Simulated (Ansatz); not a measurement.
**How the barrier moves along a series**

Four-centre ligand exchange: in every member these bonds form or tighten: H–Si, H–Si; these break or loosen: H–H, Si–Si. Only the spectator groups change.

Gas-phase electronic energies, without zero-point energy, by CCSD(T) at an estimated basis limit (MP2 extrapolated from triple and quadruple zeta, plus CCSD(T) − MP2 in triple zeta); Ansatz 0.2.0, def2-TZVPP and QZVPP, frozen cores, on PBE0-D4/def2-TZVP structures. Extrapolation: Hartree–Fock as exp(−7.88 √X), correlation as X^−2.97. All energies, in kJ/mol, count from the separated reactants, without counterpoise correction; the start and end structures are the complexes reached by relaxing down from the saddle, and deeper ones may exist. Brackets give SMILES, or, where every atom is bracketed, only which atoms are joined. Steps whose reference was doubtful or whose search ended elsewhere are left out.

| reactants | products | start structure | saddle | end structure | saddle by PBE0-D4/TZ |
| --- | --- | --- | --- | --- | --- |
| Si₂H₄F₂ ([F][SiH]([F])[SiH3]) + H₂ | SiH₂F₂ ([F][SiH2][F]) + SiH₄ | -2.6 | 248.0 | -38.1 | 221.4 |
| Si₂H₃F₃ ([F][Si]([F])([F])[SiH3]) + H₂ | SiHF₃ ([F][SiH]([F])[F]) + SiH₄ | -2.7 | ? | -33.4 | 262.2 |
| Si₂H₄Cl₂ ([SiH3][SiH]([Cl])[Cl]) + H₂ | SiH₂Cl₂ ([Cl][SiH2][Cl]) + SiH₄ | -2.6 | 287.3 | -25.2 | 257.8 |
| Si₃H₈ ([SiH3][SiH2][SiH3]) + H₂ | Si₂H₆ ([SiH3][SiH3]) + SiH₄ | -2.3 | 296.6 | -18.6 | 272.1 |

(1) What is the height of the saddle for Si₂H₃F₃ ([F][Si]([F])([F])[SiH3]) + H₂? (An estimate is asked for; the value comes from the calculation.)

(2) How do the PBE0-D4 saddles lie against the coupled-cluster estimate?

The T1 diagnostic stays at or below 0.015.

For scale, one of the runs: CCSD(T)/def2-TZVPP, 266 basis functions, launched by `ansatz run in.yaml --threads 4 --pin off --events-out ev --progress --plain --max-ram 9574MiB`. Hardware: 4 CPU threads of an Arm Neoverse V1, shared host. Wall time 95 s; peak host memory 5.8 GiB.

Results:

(1) The calculation gives: 291.8 kJ/mol relative to the separated reactants, between the members at 287.3 and 296.6; above its start structure the barrier is 291.8 − (-2.7) ≈ 294.5 kJ/mol.

(2) All lower, by 24.4 to 29.6 kJ/mol.
